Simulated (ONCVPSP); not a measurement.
## F (Z = 9): one change to an ONCV potential, before and after

fluorine, optimised norm-conserving Vanderbilt (ONCV), made with ONCVPSP 4.0.1 (PBE, scalar-relativistic). Core [He], reference 2s2 2p5. Waves: 2s: rc 0.85 bohr, ncon 4, nbas 7, qcut 6.2 1/bohr, local; 2p: rc 1.60 bohr, ncon 3, nbas 8, qcut 7 1/bohr, 1 projector; d scattering state at 0.1 Ha: rc 1.55 bohr, ncon 5, nbas 9, qcut 5.4 1/bohr, 1 projector. Local part: the s channel. Core correction: Teter function, fcfact 4.25, rcfact 1.65.

Change: s: qcut 7.7.

Cutoffs: the cutoffs (Ha) at which the residual kinetic energy of the hardest occupied pseudo-wave falls to 1 and 0.1 mHa per electron; they do not see the model core or the augmentation charge, which bear on the density cutoff. Errors are all-electron minus pseudo energies relative to the spin-unpolarised reference configuration.

Task: What does the change do?

Result: The potential gets softer (145 Ha and 175 Ha → 125 Ha and 166 Ha); the errors of the 4 common tests hardly move; neither file shows a bound ghost.

| quantity | base | changed |
| --- | --- | --- |
| cutoff, loose | 145 Ha | 125 Ha |
| cutoff, tight | 175 Ha | 166 Ha |
| loose cutoff by channel | s 145 Ha, p 21 Ha | s 125 Ha, p 21 Ha |
| bound ghosts | none | none |
| GHOST(+) flags under 300 eV | none | none |
| error for 2s2 2p4, meV [ΔE 19.39 eV] | +77 | +76 |
| error for 2s2 2p3, meV [ΔE 57.77 eV] | +669 | +661 |
| error for 2s2 2p2, meV [ΔE 118.41 eV] | +2588 | +2563 |
| error for 2s1 2p5, meV [ΔE 38.49 eV] | -236 | -232 |
| s: phases at 0.86 bohr within 0.05 rad from the reference energy up to (Ha; the scan ends near 5) | to the end of the scan | to the end of the scan |
| p: phases at 1.63 bohr within 0.05 rad from the reference energy up to (Ha; the scan ends near 5) | 0.8 | 0.8 |
| d: phases at 1.57 bohr within 0.05 rad from the reference energy up to (Ha; the scan ends near 5) | to the end of the scan | to the end of the scan |
| rms error of d²Exc/dni dnj with the model core, mHa | 2.45 | 2.29 |
